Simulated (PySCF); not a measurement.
Species: C₃H₅PTe.
Numbering: `[CH:1]#[C:2][P@@H:3]([CH3:4])=[Te:5]` (hydrogens: H6 on C1; H7 on P3; H8, H9, H10 on C4)

Computed, not measured: PBE0-D3(BJ)/def2-SVP geometry optimisation, gas phase, def2 core potentials past Kr (PySCF).

**Question.** List the bond lengths and angles at this level.

**Answer.** 
```tsv
bond	length (Å)
C1≡C2	1.214
C2–P3	1.764
P3–C4	1.822
P3=Te5	2.337
C1–H6	1.076
P3–H7	1.422
C4–H8, C4–H9, C4–H10	1.099
```

Bonds in one row agree within 0.01 Å and their mean is given. A selection of angles:
```tsv
angle	degrees
C2–C1–H6	179.6
C1–C2–P3	175.7
C2–P3–C4	104.1
C2–P3–Te5	115.7
C2–P3–H7	100.7
C4–P3–Te5	116.1
C4–P3–H7	102.6
Te5–P3–H7	115.6
P3–C4–H8	110.8
P3–C4–H9	108.1
H8–C4–H9	110.6
H9–C4–H10	108.9
```

P3 (phosphorus bonded to 2 C, Te and H) is distorted tetrahedral (angles from 100.7° to 116.1°). The C–P distances run from 1.764 Å (C2–P3, drawn single) to 1.822 Å (P3–C4, drawn single), a spread of 0.058 Å.

Point group: C1 (no symmetry element, even within 0.4 Å). PBE0-D3(BJ)/def2-SVP frequencies: not computed here.
